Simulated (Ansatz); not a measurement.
Cost and result up the ladder for SnO2 (3 atoms). Total charge 0; singlet. Geometry: B3LYP-D4/def2-TZVP.

```xyz
3

Sn   -0.709   -0.008    1.001
O     0.572   -0.723   -0.352
O     0.137    0.731   -0.649
```

Ansatz on 2 threads of Arm Neoverse V2 on a shared host. Times are rough, and most runs start from the orbitals of an earlier one. No level here is sound enough to serve as a yardstick. Binding counts from free atoms at the same level (Sn triplet, O triplet; other spins of the atoms weren't run), without zero-point energy or a counterpoise term.

In the def2 sets Sn takes a core potential; there is no spin–orbit coupling. HSE06 is defined as in plane-wave codes, on full-range PBE exchange. Correlated methods freeze 6 core orbitals; core or outer-core shells of Sn are correlated, in sets that lack core-valence functions. The structure holds 1 bond(s) between oxygen atoms. Another isomer (singlet) lies 0.23 eV lower at PBE0-D4/def2-TZVP; other spin states weren't run for this one.

Run but left out: B2PLYP/def2-TZVP (restricted singlet, unstable in another Hartree–Fock run and untested here).

Correlated methods converge slowly with the basis.

```csv
level,functions,binding energy per atom (eV),remarks
PBE0-D4/def2-TZVP,112,2.53,restricted SCF unstable in HF
CCSD(T)/def2-TZVPP,112,2.48,"large T1 (0.027), restricted SCF unstable"
HSE06-D4/def2-TZVP,112,2.53,restricted SCF unstable in HF
PBE-D4/def2-TZVP (with forces),112,2.97,restricted SCF unstable in HF
r2SCAN-D4/def2-TZVP,112,2.67,restricted SCF unstable in HF
```

(1) Estimate how long each takes.

Answers

(1) PBE-D4/def2-TZVP (with forces) 1 s; HSE06-D4/def2-TZVP 1.2 s; PBE0-D4/def2-TZVP 1.4 s; r2SCAN-D4/def2-TZVP 1.8 s; CCSD(T)/def2-TZVPP 4.8 s. On shared hardware such times vary by a factor of up to 3.
